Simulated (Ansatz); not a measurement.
The same atomization along the group Si, Ge, Sn.

Isolated molecules relaxed with PBE0-D4/def2-TZVP in Ansatz; ΔE leaves out vibrations. CCSD(T)/CBS adds triple-zeta CCSD(T) − MP2 to the extrapolated MP2 energy (def2 sets, frozen cores). This one scheme is used for every species, atoms too. Functionals use def2-TZVPP. No spin–orbit coupling; open shells (•) take unrestricted orbitals. Spin–orbit coupling would lower the free atoms: a little for Cl, S, Si; clearly for Ge; strongly for Sn. def2 core potentials past Kr. For Ge, Sn outer-core shells are correlated without core-valence functions, so the limit isn't a true one: a few kJ/mol of doubt a bond, and 10 to 20 or more in all where bonds break to atoms. Scalar relativity is left out up to krypton. One conformer a species, not always the lowest.

```csv
reaction,ωB97M-V (eV),CCSD(T)/CBS(def2) (eV)
`S[SiH](Cl)Cl` → 2 Cl• + 2 H• + S• + Si•,19.25,19.11
`[SH][GeH]([Cl])[Cl]` → 2 Cl• + 2 H• + S• + Ge•,17.31,17.31
`[SH][SnH]([Cl])[Cl]` → 2 Cl• + 2 H• + S• + Sn•,16.33,16.45
```

Largest T1 diagnostic: 0.012, for Si•.

For atomizations the MP2-based limit and the directly extrapolated one differ by several kJ/mol either way, and by 10 to 25 for some Ge, Se and Sn compounds, so smaller differences from it don't rank the levels.
